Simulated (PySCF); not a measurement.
## TiCl₂ at several levels of theory

All levels use the PBE0 minimum (triplet; Ti–Cl 2.236 Å (×2); Cl–Ti–Cl 180.0°), basis [Ti def2-TZVP, Cl def2-TZVP], no relativity, density fitting, no spin–orbit coupling, PySCF. For vertical energies the ionised species is a doublet (spins chosen at PBE0 and kept) and the electron-attached one a quartet. Atomisation goes to high-spin ground-configuration atoms, without zero-point energy. Open shells are unrestricted, also as the reference of the correlated levels. A dash marks a value that was not computed or is not defined at that level.

```
level  atomisation (kJ/mol)  vertical IP (eV)  vertical EA (eV)  −ε(HOMO) (eV)
 PBE0                   937              8.39              1.13           6.49
   HF                   702              8.50              0.07          10.16
  MP2                   923              8.37              0.95              –
  PBE                   982              8.02              1.17           5.10
```

Without diffuse functions attachment energies tend to come out too low.

Other spin states or occupations of the open shell can lie lower.
